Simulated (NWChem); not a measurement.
Species: C3H8O2; SMILES COCCO

```xyz
13

C      0.2118     2.3506    -0.0224
O     -0.4749     1.1405     0.0212
C      0.3530     0.0213    -0.0353
C     -0.5091    -1.2277    -0.0076
O      0.2574    -2.3972    -0.0786
H      0.7994     2.4627    -0.9556
H      0.9100     2.4642     0.8315
H     -0.5273     3.1630     0.0231
H      0.9741     0.0166    -0.9552
H      1.0606     0.0057     0.8247
H     -1.1753    -1.2192    -0.8839
H     -1.1604    -1.1930     0.8877
H      0.7490    -2.4852     0.7442
```
Atoms are numbered in this order, from 1.

Results from NWChem. Geometry: optimised at PBE0/def2-SVP. Not confirmed as a minimum by frequencies. B3LYP is NWChem's, with the RPA form of VWN correlation. Atomic charges in e: unrestrained fits to the electrostatic potential beside Mulliken populations; buried atoms are poorly determined by the fit.

**Question.** What does the run give for B3LYP/def2-SVP? Quantities: ESP C1; Mulliken C1; ESP O2; Mulliken O2; ESP C3; Mulliken C3; ESP C4; Mulliken C4; ESP O5; Mulliken O5; relative RMS misfit of the potential (%).

**Answer.** The ESP C1 is 0.37 and the Mulliken C1 is 0.19. The ESP O2 is -0.51. The Mulliken O2 is -0.38. The ESP C3 is 0.32 and the Mulliken C3 comes out as 0.17. The ESP C4 is 0.35 and the Mulliken C4 is 0.20. The ESP O5 is -0.63, the Mulliken O5 is -0.31 and the relative RMS misfit of the potential (%) is 30.
